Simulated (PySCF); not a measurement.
## Radial density of S (sulfur, neutral)

UHF, [Ne] 3s2 3p4, high-spin 3P determinant. Computed with PySCF 2.14 in aug-cc-pCVQZ-DK (10s9p7d5f3g, 134 functions), with the spin-free X2C one-electron Hamiltonian (Gaussian nucleus).

| r (bohr) | 4πr²ρ (e/bohr) | 4πr²(ρα − ρβ) |
| --- | --- | --- |
| 0.00150 | 0.08808 | 0.0000 |
| 0.00253 | 0.2302 | 0.0000 |
| 0.00425 | 0.5924 | 0.0000 |
| 0.00715 | 1.477 | 0.0000 |
| 0.0120 | 3.479 | 0.0000 |
| 0.0202 | 7.427 | 0.0003 |
| 0.0340 | 13.37 | 0.0020 |
| 0.0572 | 18.14 | 0.0114 |
| 0.0962 | 16.20 | 0.0502 |
| 0.162 | 11.99 | 0.1521 |
| 0.272 | 16.40 | 0.2344 |
| 0.458 | 14.83 | 0.0565 |
| 0.770 | 4.305 | 0.1295 |
| 1.30 | 3.377 | 0.9932 |
| 2.18 | 2.392 | 0.8499 |
| 3.67 | 0.3648 | 0.1284 |
| 6.17 | 0.009236 | 0.0021 |

Densities and radii are taken from the X2C orbitals without a picture-change correction, which distorts them close to the nucleus.
